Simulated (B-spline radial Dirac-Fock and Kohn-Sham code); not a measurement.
## Ru: input and output of one calculation

ΔSCF core binding energies without Breit or QED terms, calculated with an atomic code on a B-spline grid. Keys: rel is the Hamiltonian (dirac, or spin-free x2c and nr, where L3 and M5 stand for the whole 2p and 3d shells), method is hf or an exchange,correlation pair (spin-unpolarised, also for the hole states), nuc the nuclear model, radius_factor scales its radius, rmax is the box in bohr, h the logarithmic mesh step, order the B-spline order, points the quadrature points per cell, c_factor scales the speed of light, and damp, ndamp, maxit and tol steer the iteration. The run stops when the commutator error falls below 10·tol·max(1, Z/10), or the numerical noise floor, and the energy has settled to about 1e-8 Ha; the virial ratio is −V/T.

Input (task.json):

```json
{"items": [{"Z": 44, "q": 0, "cfg": [[1, 0, 2], [2, 0, 2], [2, 1, 6], [3, 0, 2], [3, 1, 6], [3, 2, 10], [4, 0, 2], [4, 1, 6], [4, 2, 7], [5, 0, 1]], "A": 102, "rrms": 4.4809, "do": "settings", "holes": ["K", "L3", "M5"],
  "settings": [{"rel": "dirac", "method": "lda,xyz", "nuc": "fermi", "radius_factor": 1.0, "rmax": 45.0, "h": 0.3, "order": 8, "points": 10, "c_factor": 1.0, "maxit": 74, "damp": 0.5, "ndamp": 3, "tol": 1e-08}]}]}
```

Command: `python xray2_run.py task.json out`

The program stops without a result: KeyError: "LibXCFunctional: name 'XYZ' not found.".

Task: One setting is unsound. Which, and why?

Result: method names a functional that the program does not serve. With the default settings (Dirac Hartree-Fock): The ground state converged in 11 iterations, with total energy -4529.26935 Ha, virial ratio 1.96079 and highest orbital energy -6.07 eV. ΔSCF binding energies: K (1s) 22188.6 eV, L3 (2p3/2) 2851.7 eV, M5 (3d5/2) 287.8 eV.
